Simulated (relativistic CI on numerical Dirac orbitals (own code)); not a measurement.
**Radial parameters of Ru¹⁰⁺**

Method of calculation: Dirac-Coulomb-Breit CI, KLI orbitals optimised for each configuration, model QED, unscaled Slater integrals (own radial code, finite nucleus).

Slater integrals F^k, G^k are unscaled and averaged over j, outside the closed core [Ar] 3d10; ζ comes from projecting the Hamiltonian with its Breit term on Σ l·s of the shell.

- 4s2 4p4: F^2(4p,4p) = 104770, ζ(4p) = 23143 cm⁻¹; <r>(4p) = 0.9992, <r^2>(4p) = 1.126 (bohr units).
- 4s 4p5: G^1(4s,4p) = 138770, ζ(4p) = 23081 cm⁻¹; <r>(4s) = 0.9427, <r^2>(4s) = 0.9978, <r>(4p) = 0.9993, <r^2>(4p) = 1.127 (bohr units).
- 4s2 4p3 4d: F^2(4p,4p) = 104890, ζ(4p) = 23346, F^2(4p,4d) = 96804, G^1(4p,4d) = 122710, G^3(4p,4d) = 77100, ζ(4d) = 2162.7 cm⁻¹; <r>(4p) = 0.9977, <r^2>(4p) = 1.123, <r>(4d) = 1.111, <r^2>(4d) = 1.408 (bohr units).

Averages of the first 10 configurations, taken without configuration mixing, which lowers the lowest level and can move excited configurations by several eV; other configurations of the list can lie among them:

```
Configuration  Parity  States  Average energy above the lowest level (eV)
      4s2 4p4    even      15                                         5.6
       4s 4p5     odd      12                                        43.7
          4p6    even       1                                        86.5
   4s2 4p3 4d     odd     200                                        58.6
    4s 4p4 4d    even     300                                        94.7
   4s2 4p3 4f    even     280                                       111.6
    4s 4p4 4f     odd     420                                       148.1
       4p5 4d     odd      60                                       135.6
   4s2 4p3 5s     odd      40                                       101.4
   4s 4p3 4d2     odd    1800                                       147.1
```
